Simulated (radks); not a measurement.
Question: The mean radii <r> (bohr) of the occupied orbitals of an atom or ion are listed with their occupations. Calculated with a radial shooting solver on a logarithmic mesh with Libxc functionals: scalar-relativistic Kohn-Sham, r2SCAN, spin-polarised, spherical densities, finite nucleus; meta-GGA in the generalised Kohn-Sham scheme; Fermi nuclear charge, rms radius of each element as measured or else 0.836 A^(1/3) + 0.57 fm.

orbital  occ.     <r>
1s          2  0.1036
2s          2  0.5162
2p          6  0.4822
3s          2   1.680

Name the element and its charge. Open shells, if any, are filled with parallel spins first.

Answer: Z = 15, phosphorus, charge +3: P3+ in [Ne] 3s2. The 1s radius gives Z: for a bare nucleus <r> = (2 gamma + 1)/(2Z) with gamma = sqrt(1 - (Z/c)^2), 0.0996 bohr for Z = 15, and screening makes it slightly larger (0.1036 here). The occupations add up to 12, and the charge is Z minus that.
